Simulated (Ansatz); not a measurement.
`C[SiH](O)S`, charge 0, multiplicity 1.

Question: Give a relaxed structure at PBE0-D4/def2-TZVP (the Gaussian-basis code of Ansatz). (Best estimate.)

Answer: The calculation gave: 
Z-matrix (Å, degrees):
```
C
Si 1 1.852
H 1 1.092 2 110.6
H 1 1.093 2 110.2 3 120.2
H 1 1.092 2 110.7 3 -120.3
O 2 1.646 1 105.8 3 -177.6
S 2 2.141 1 113.0 3 59.5
H 2 1.487 1 112.4 3 -55.4
H 6 0.959 2 116.8 1 -171.3
H 7 1.344 2 94.6 1 54.7
```
This is one stationary point; other conformers may exist.
